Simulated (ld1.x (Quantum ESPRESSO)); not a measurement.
**I: one change to a PAW potential, before and after**

```
Element                 : I (Z = 53)
Generator               : ld1.x (Quantum ESPRESSO) 7.5
Type                    : PAW
Functional              : PBE
Relativity              : scalar-relativistic
Frozen core             : [Kr]
Valence charge          : 17
Reference configuration : 4d10 5s2 5p5
Partial waves           : 5s (bound): rcut 1.45, rcutus 1.80 bohr; 5s channel at -0.6 Ry: rcut 1.45, rcutus 1.80 bohr; 5p (bound): rcut 1.95, rcutus 2.10 bohr; 5p channel at 0.1 Ry: rcut 1.95, rcutus 2.10 bohr; 4d (bound): rcut 1.20, rcutus 1.25 bohr; 4d channel at -2.05 Ry: rcut 1.20, rcutus 1.25 bohr
Local potential         : all-electron potential smoothed inside 1.00 bohr (lloc = -1)
Core correction         : a·sin(br)/r model core, default radius (ld1.x builds one for every PAW set, though the input has nlcc=.false.)
Augmentation charge     : GAUSS, radius 1.10 bohr
```

Change: all radii but the core radius scaled by about 1.35 (s 2.44, p 2.84, d 1.68 bohr, rcut 1.96/2.64/1.62); local potential all-electron potential smoothed inside 1.36 bohr (lloc = -1); augmentation GAUSS, radius 1.48 bohr.

Cutoffs: the cutoffs (Ry, on a coarse ladder) from which the occupation-weighted sum of valence levels, in a spherical-Bessel basis at the reference potential, stays within 10 and 1 mRy of its value at 400 Ry; they do not see the model core or the augmentation charge, which bear on the density cutoff. Errors are all-electron minus pseudo energies relative to the spin-unpolarised reference configuration.

What does the change do?

The bound ghosts move from p, s to s; the number of tests with a reliable result goes from 7 to 6 (the test run of the changed file stopped, so its transferability is not established); of the 6 tests that both files solve, the error grows in 0 and shrinks in 3 by more than 15 % and 0.3 meV (median size 4.1 → 3.1 meV). That the errors move this way runs against the usual rule that smaller radii transfer better.

| quantity | base | changed |
| --- | --- | --- |
| cutoffs, loose and tight | 100 Ry, 180 Ry | not determined |
| bound ghosts | s, p | s (d not tested, overlap not positive) |
| tests with a reliable result | 7 of 7 | 6 of 7 (the test run stopped) |
| error for 4d10 5s2 5p4, meV [ΔE 11.13 eV] | -1.3 | -1.2 |
| error for 4d10 5s2 5p3, meV [ΔE 30.98 eV] | +6.9 | +5.0 |
| error for 4d10 5s2 5p2, meV [ΔE 60.31 eV] | +43 | +26 |
| error for 4d10 5s2 5p1, meV [ΔE 99.73 eV] | +142 | +53 |
| error for 4d10 5s2 5p5.3, meV [ΔE -1.78 eV] | +0.6 | +0.5 |
| error for 4d10 5s2 5p4.5, meV [ΔE 4.53 eV] | -1.0 | -1.0 |
| lowest overlap eigenvalue by channel | s 0.22, p 0.32, d 0.92 | s 0.08, p 0.31, d -0.07 |

Changed file: the overlap operator is not positive definite in a basis up to 400 Ry (lowest eigenvalue d -0.07), so the file is unfit for use: the generalised eigenproblem breaks down once the basis is large enough, and its test numbers describe a broken file. A true bound ghost makes a file unfit for plane-wave use even where its test errors are small: the radial tests pick states by their node count and pass the ghost by.
